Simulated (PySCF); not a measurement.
Two-photon absorption: (trifluorovinyl)benzene, C$_{8}$H$_{5}$F$_{3}$

Geometry (Å), atoms numbered from 1 in this order:
```xyz
16

F     4.079   -0.034   -0.356
C     2.812    0.248   -0.498
F     2.618    1.205   -1.371
C     1.835   -0.374    0.179
F     2.242   -1.338    1.016
C     0.391   -0.157    0.115
C    -0.439   -1.037    0.828
C    -1.822   -0.880    0.805
C    -2.402    0.156    0.076
C    -1.583    1.036   -0.631
C    -0.201    0.887   -0.615
H     0.010   -1.848    1.401
H    -2.451   -1.576    1.364
H    -3.487    0.279    0.059
H    -2.026    1.855   -1.203
H     0.418    1.590   -1.171
```

Theory: TDDFT CAM-B3LYP/aug-cc-pVDZ excited states, vertical, gas phase (PySCF 2.14.0). Geometry: PBE0-D3(BJ)/def2-SVP.

(1) How strongly do the lowest singlets absorb one photon, and two photons of half the energy?

Results:

(1) δ for parallel linear polarisation; σ at the peak of a Lorentzian of half width 0.1 eV, single beam; Ω is circular over linear.
```tsv
state	E (eV)	f	photon λ (nm)	δ (au)	σ (GM)	Ω	main
S1	5.07	0.032	489	25.1	0.24	1.45	HOMO→LUMO+2 0.48, HOMO−1→LUMO 0.36
S2	5.21	0.377	476	155	1.54	0.50	HOMO→LUMO 0.84
S3	5.78	0.003	429	1.66	0.02	0.91	HOMO→LUMO+1 0.57, HOMO→LUMO+4 0.14
S4	6.24	0.232	397	12.4	0.18	1.01	HOMO−1→LUMO 0.45, HOMO→LUMO+2 0.43
S5	6.30	0.023	394	44.6	0.65	1.50	HOMO→LUMO+4 0.30, HOMO→LUMO+1 0.26
S6	6.41	0.001	387	30.3	0.46	1.49	HOMO→LUMO+3 0.55, HOMO→LUMO+5 0.14
```

Among these, the strongest one-photon state is S2, the strongest two-photon state S2, with a dipole change of 1.6 D (relaxed, norm of the difference vector).
